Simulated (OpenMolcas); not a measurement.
## 5d6 along the 74-electron sequence

- Program: OpenMolcas 26.06
- Method: CASSCF
- Basis: ANO-R2
- Scalar Hamiltonian: X2C, finite nucleus
- Spin-orbit coupling: state interaction with AMFI integrals over the reference wave functions, term energies averaged over their components

Active space for each ion: 6 electrons in 10 orbitals (5d 6d).

Computed levels in cm-1 above 5D4:

```csv
Level,Ir3+,Pt4+,Au5+
5D3,5741,7340,9150
5D1,8773,10872,13150
5D0,9241,11300,13438
3H6,20935,23566,26250
3H5,21038,23607,26219
3F2(1),25937,29230,32568
1S0,30358,34482,38747
3G5,31511,36434,41615
3G4,32107,36607,41198
weight of 5D in the lowest level (%),86,83,80
```

Mixed levels, with the weight of the term that names them: Ir3+ 3H5 (57 %), Ir3+ 1S0 (56 %), Ir3+ 3G5 (57 %), Ir3+ 3G4 (66 %), Pt4+ 3H5 (54 %), Pt4+ 3F2(1) (73 %), Pt4+ 1S0 (58 %), Pt4+ 3G5 (54 %), Pt4+ 3G4 (63 %), Au5+ 3H5 (52 %), Au5+ 3F2(1) (68 %), Au5+ 1S0 (59 %), Au5+ 3G5 (52 %), Au5+ 3G4 (59 %).

The fine-structure level 5D0 changes by a factor of 1.45 from Ir3+ to Au5+. Its fourth root runs 9.80, 10.31, 10.77, with steps per unit of Z of 0.51, 0.46; equal steps would mean a (Z - σ)^4 law with constant σ.

3H6 changes by a factor of 1.25 over the same range, with steps per unit of Z of +2630, +2680 cm-1.

Without dynamic correlation excited terms often stand tens of per cent too high (terms of higher spin than the ground term too low), and those without a measured partner can miss by more than the paired ones. Active for correlation alone: 6d; no level in the range computed is led by a configuration that fills it, so any true level of that kind is missing. Only configurations of the active space appear.

A number in round brackets counts repeated terms of one configuration in the order of the reference energies.
